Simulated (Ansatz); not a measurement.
Ansatz (a quantum-chemistry and plane-wave program) input (B2PLYP/def2-TZVPD):

Ansatz 0.2 input:
```yaml
crystal:
  periodic: [false, false, false]
  atoms:
    - {symbol: B, position_ang: [0.48799271, -0.06621821, -0.34571085]}
    - {symbol: O, position_ang: [-0.55076369, 0.07473593, 0.39017997]}
    - {symbol: H, position_ang: [1.16124459, -1.06782906, -0.26595935]}
    - {symbol: H, position_ang: [0.80490138, 0.80103272, -1.12692619]}
basis:
  gaussian:
    orbitals: def2-TZVPD
hamiltonian:
  xc: {name: B2PLYP}
magnetization: {spin_polarized: true, initial_magnetization: 1}
correlation: {electrons: outside_noble_gas}
```

Output:

```
Functional definition: B2PLYP
integrals: 0.05 GiB planned
631 factors; integrals over basis functions are off by at most 1.6e-3 eV
mean field: 0.30 GiB planned
mean field evaluation 1: about -2747.0741 eV, gradient 3.0e1 eV
mean field evaluation 2: about -2747.0736 eV, gradient 3.0e1 eV
mean field evaluation 4: about -2750.9847 eV, gradient 3.1e0 eV
mean field evaluation 8: about -2751.2094 eV, gradient 2.2e-1 eV
mean field evaluation 16: about -2751.2103 eV, gradient 1.1e-4 eV
mean field -2751.21032737 eV, -101.1051146934 hartree, gradient 6.6e-6 eV, S^2 0.762988; 0 other end points of the search recorded, 0 dependent functions left out
2 core orbitals not correlated
reference -2751.21046246 eV, -101.1051196581 hartree; 6, 5 occupied and 87, 88 virtual orbitals, 631 factors
second order -10.02764633 eV of doubles, -0.00000000 eV of singles
Total energy: -2753.91792697 eV, -101.2046171436 hartree
```

It need not be the lowest isomer of its formula.
